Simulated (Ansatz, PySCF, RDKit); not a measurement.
Dimer: HF (SMILES F) (first 2 atoms) with C2H2 (SMILES C#C); geometry from B3LYP-D3(BJ)/def2-TZVP, rigid monomers moved along the line of their centres of mass till H2···C3 is 3.05 Å.
(charge 0, multiplicity 1):
```xyz
6

F     -0.03246    -0.01162     0.34874
H     -0.01823    -0.00445     1.28329
C      0.26801    -0.52982     4.27759
C     -0.21721     0.56575     4.27661
H      0.69895    -1.50247     4.28650
H     -0.64796     1.53850     4.28378
```

Counterpoise-corrected where a basis set is named; no monomer relaxation. RDKit's UFF carries no charges.

Frozen-core correlation.

Codes used: Ansatz (a first-principles code) with Gaussian orbitals; PySCF for the dispersion terms; RDKit for the force fields. Each number belongs to the level named beside it.

```csv
level,interaction energy (kcal/mol)
UFF,-0.26
PBE-D3(BJ)/def2-TZVPPD,-2.68
PBE0/def2-TZVPPD,-2.32
PBE0-D4/def2-TZVPPD,-2.55
wB97X-V/def2-TZVPPD,-2.44
wB97M-V/def2-TZVPPD,-2.41
MP2/aug-cc-pVDZ,-2.16
SCS-MP2/aug-cc-pVDZ,[?]
SCS-MP2/aug-cc-pVTZ,-2.14
```

Complete the blanks.


- SCS-MP2/aug-cc-pVDZ, interaction energy (kcal/mol): -2.05
